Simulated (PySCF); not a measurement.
PBE on Sr⁻ (strontium, charge -1), [Kr] 4d1 5s2, 2D determinant. Calculation: PySCF 2.14, in dyall-av2z; no relativity, point nucleus.

```
cycle= 1 E= -3132.91427975944  delta_E= -0.0238  |g|= 0.0619  |ddm|= 0.668
cycle= 2 E= -3132.90819717519  delta_E= 0.00608  |g|= 0.0871  |ddm|= 0.672
cycle= 3 E= -3132.91973321145  delta_E= -0.0115  |g|= 0.0239  |ddm|= 0.437
cycle= 4 E= -3132.91978718227  delta_E= -5.4e-05  |g|= 0.00159  |ddm|= 0.0138
cycle= 5 E= -3132.91979751755  delta_E= -1.03e-05  |g|= 0.000912  |ddm|= 0.0132
cycle= 6 E= -3132.91980077956  delta_E= -3.26e-06  |g|= 0.000212  |ddm|= 0.00848
cycle= 7 E= -3132.91980103461  delta_E= -2.55e-07  |g|= 4.88e-05  |ddm|= 0.0017
cycle= 8 E= -3132.9198010549  delta_E= -2.03e-08  |g|= 1.08e-05  |ddm|= 0.00059
cycle= 9 E= -3132.91980105532  delta_E= -4.14e-10  |g|= 5.55e-07  |ddm|= 0.000124
converged SCF energy = -3132.91980105532  <S^2> = 0.77816879  2S+1 = 2.0279732
```

Highest occupied orbital energy: 2.346 eV; ⟨L²⟩ = 6.10; populations by l: s 9.98, p 18.00, d 11.02.

Question: Can this result be used?

Answer: With care. The calculation finished and met its thresholds. A non-relativistic calculation at this Z misses sizeable relativistic shifts. The configuration of this anion was assumed by filling the next shell in order. It is not the known or likely ground configuration (Ca⁻, Sr⁻ and Ba⁻, for instance, bind a p electron), so these values are not the electron affinity of the element. At PBE the highest occupied level has a positive energy, so only the finite basis holds that electron.
